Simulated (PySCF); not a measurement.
InI, optimised at GFN2-xTB:

```xyz
2

In     0.0028    -1.0279     0.9425
I     -0.0028     1.0279    -0.9425
```

Computed with PySCF (xtb for GFN2) and rigid-rotor harmonic-oscillator thermochemistry at 1 bar. All species are closed-shell singlets. I, In: scalar-relativistic def2 core potential, no spin-orbit coupling.

List the harmonic frequencies (cm⁻¹, unscaled) at this level and at the other levels, each on its own geometry.


- GFN2-xTB: 201
- PBE/def2-SVP: 171
- PBE0/def2-TZVP: 174
